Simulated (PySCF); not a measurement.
Input of a run (PBE0-D3(BJ)/def2-SVP geometry optimisation, gas phase (PySCF 2.14.0)), started from GFN2-xTB:
```
{"job": {"xc": "PBE0", "basis": "def2-SVP", "d3": "d3bj", "grid": 1, "shake": 0.01, "kind": "geom"}, "charge": 0, "multiplicity": 1}
C      3.391080     0.035220     0.483630
C      2.061870     0.105270     0.299050
C      1.143050     0.657290    -0.777490
C      0.008310     0.539600     0.219460
B     -1.422100    -0.057010    -0.245640
C     -2.296660    -0.854820     0.792820
C     -1.905400     0.188340    -1.709900
C      0.914100    -0.246180     1.173990
F      0.950900     0.212170     2.497960
H      3.796630    -0.338440     1.394210
H      4.048080     0.422510    -0.257980
H      1.080210     0.002040    -1.625660
H      1.379330     1.672140    -1.126260
H     -0.227490     1.516820     0.689100
H     -2.528140    -0.251270     1.661950
H     -3.233910    -1.211110     0.398680
H     -1.748010    -1.705350     1.190380
H     -1.418370     1.010810    -2.216600
H     -2.989620     0.355400    -1.768090
H     -1.751260    -0.706230    -2.287270
H      0.676230    -1.324940     1.236680
```

Output (energies in Eh, forces in Eh/bohr):
```
step   0  E = -397.87527409  max force = 0.039435
step   1  E = -397.88293548  max force = 0.006748
step   2  E = -397.88314688  max force = 0.000872
step   3  E = -397.88323082  max force = 0.001729
step   4  E = -397.88333650  max force = 0.002515
step   5  E = -397.88344783  max force = 0.002578
step   6  E = -397.88354517  max force = 0.001277
step   7  E = -397.88360369  max force = 0.000945
step   8  E = -397.88363478  max force = 0.000960
step   9  E = -397.88366320  max force = 0.000661
step  10  E = -397.88368859  max force = 0.000437
step  11  E = -397.88370582  max force = 0.000502
step  12  E = -397.88373078  max force = 0.000834
step  13  E = -397.88377673  max force = 0.001101
step  14  E = -397.88386383  max force = 0.001866
step  15  E = -397.88395104  max force = 0.002453
step  16  E = -397.88398302  max force = 0.001778
step  17  E = -397.88403970  max force = 0.000852
step  18  E = -397.88406922  max force = 0.000591
step  19  E = -397.88407829  max force = 0.000576
step  20  E = -397.88408444  max force = 0.000413
optimisation converged
```

**Question.** Summarise the run.

**Answer.** The energy falls by 0.240 eV over 21 energy and gradient evaluations, the largest force component goes from 0.0394 to 4.1e-04 Eh/bohr, and the atoms move by 0.331 Å rms after alignment. Among the bonds, C3–C4 and C4–B5 change most and about equally (-0.044 to +0.044 Å). Bonds longer at the end by more than 0.005 Å: 12 of 21; shorter: 4. Among the angles that change most is B5–C6–H17, from 110.9° to 105.6°. Among the dihedrals that turn most is C7–B5–C6–H15, from -121° to -157°. The energy never rose by more than 1e-6 Eh on the way. The first step brought 87 % of the lowering.

**Question.** What are the final bond lengths?

**Answer.** C1=C2 1.329 Å, C2–C3 1.513 Å, C3–C4 1.559 Å, C4–B5 1.574 Å, B5–C6 1.571 Å, B5–C7 1.571 Å, C4–C8 1.543 Å, C8–F9 1.367 Å, C2–C8 1.505 Å, C1–H10 1.093 Å, C1–H11 1.093 Å, C3–H12 1.103 Å, C3–H13 1.100 Å, C4–H14 1.109 Å, C6–H15 1.101 Å, C6–H16 1.100 Å, C6–H17 1.109 Å, C7–H18 1.101 Å, C7–H19 1.101 Å, C7–H20 1.108 Å, C8–H21 1.107 Å. Numbering counts from 1 in the input's order; the species is `C=C1C[C@@H](B(C)C)[C@@H]1F`.

The run used 186 basis functions and 140 SCF cycles in all. On Arm Neoverse N1, one thread, shared host, this took 11 min and 0.90 GiB of memory at its peak.

Not checked by PBE0-D3(BJ)/def2-SVP frequencies. The numbers are those of one conformer.
